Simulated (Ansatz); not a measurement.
Calculated with Ansatz (gas phase, PBE0-D4/def2-TZVP geometries, no zero-point term in ΔE). CBS: MP2 limit from def2 TZ/QZ plus the TZ coupled-cluster correction, frozen cores. This one scheme is used for every species. DFT in def2-TZVPP. B3LYP here is the variant with VWN-RPA as its local correlation; programs differ in this. For Se outer-core shells are correlated without core-valence functions, which leaves a few kJ/mol of doubt a bond. Scalar relativity is left out up to krypton. Each species was taken in one conformer, which may not be the lowest.

`C[SiH2][Se][Se]C` + `C=C` → `C=C[Se][SiH2]C` + `C[SeH]`  (formal exchange of groups at the Se–Se bond)

`C[SiH2][Se][Se]C`:

```xyz
13

C     0.825   -1.300    1.811
Si   -0.598   -1.197    0.614
Se    0.108   -1.146   -1.562
Se    1.191    0.913   -1.362
C    -0.304    2.095   -1.760
H     0.457   -1.289    2.841
H     1.395   -2.218    1.654
H     1.492   -0.447    1.673
H    -1.418    0.017    0.870
H    -1.472   -2.399    0.705
H    -0.668    1.906   -2.766
H    -1.095    1.953   -1.027
H     0.088    3.112   -1.690
```

`C=C`:

Z-matrix (Å, degrees):
```
C
C 1 1.323
H 1 1.085 2 121.7
H 1 1.085 2 121.7 3 -180.0
H 2 1.085 1 121.7 3 -0.0
H 2 1.085 1 121.7 3 -180.0
```

`C=C[Se][SiH2]C`:

Z-matrix (Å, degrees):
```
Si
C 1 1.866
Se 1 2.282 2 106.4
H 1 1.488 2 111.5 3 119.6
H 1 1.488 2 111.5 3 -119.7
H 2 1.092 1 110.9 3 -60.3
H 2 1.092 1 110.9 3 60.4
H 2 1.093 1 109.9 3 -179.9
C 3 1.898 1 100.4 2 179.9
C 9 1.325 3 128.6 1 0.3
H 9 1.085 3 110.7 1 -179.7
H 10 1.084 9 119.9 3 180.0
H 10 1.084 9 123.4 3 0.0
```

`C[SeH]`:

Z-matrix (Å, degrees):
```
C
Se 1 1.949
H 1 1.088 2 110.6
H 1 1.087 2 110.6 3 -123.3
H 1 1.089 2 106.0 3 118.4
H 2 1.468 1 95.4 3 61.7
```

| level | ΔE (eV) |
| --- | --- |
| B3LYP-D4 | 0.69 |
| ωB97M-V | 0.64 |
| CCSD(T)/def2-TZVPP | 0.57 |
| HF/CBS(def2) | 0.67 |

Q: What does CCSD(T)/CBS give? (An estimate is asked.)

A: The calculation gave: +0.65 eV. The listed levels differ from it by 0.04, -0.01, -0.08, 0.02 eV.

Largest T1 diagnostic among the species: 0.011.

In def2-TZVPP, CCSD(T) changes the Hartree–Fock value by −0.09 eV (the triples alone add −0.00 eV) and MP2 by −0.09 eV. The D4 term adds +0.04 eV with B3LYP and +0.03 eV with PBE0; it sums over pairs of atoms, weighted by their polarisabilities, and B3LYP, whose exchange is more repulsive, gets the larger term.
